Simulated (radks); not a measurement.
Results of a calculation; reference values are marked as such.
Q: The mean radii <r> (bohr) of the occupied orbitals of an atom or ion are listed with their occupations. Code: a radial shooting solver on a logarithmic mesh with Libxc functionals. Model: scalar-relativistic Kohn-Sham, LDA (Slater exchange, Perdew-Wang correlation), spin-polarised, spherical densities, finite nucleus; Fermi nuclear charge, rms radius of each element as measured or else 0.836 A^(1/3) + 0.57 fm.

| orbital | occ. | <r> |
|---|---|---|
| 1s up | 1 | 0.06101 |
| 1s down | 1 | 0.06101 |
| 2s up | 1 | 0.2804 |
| 2s down | 1 | 0.2798 |
| 2p up | 3 | 0.2477 |
| 2p down | 3 | 0.2471 |
| 3s up | 1 | 0.8530 |
| 3s down | 1 | 0.8567 |
| 3p up | 3 | 0.9036 |
| 3p down | 3 | 0.9105 |
| 3d up | 5 | 1.129 |

Name the element and its charge. Open shells, if any, are filled with parallel spins first.

A: Z = 25, manganese, charge +2: Mn2+ in [Ar] 3d5. The 1s radius gives Z: for a bare nucleus <r> = (2 gamma + 1)/(2Z) with gamma = sqrt(1 - (Z/c)^2), 0.05933 bohr for Z = 25, and screening makes it slightly larger (0.06101 here). The occupations add up to 23, and the charge is Z minus that.
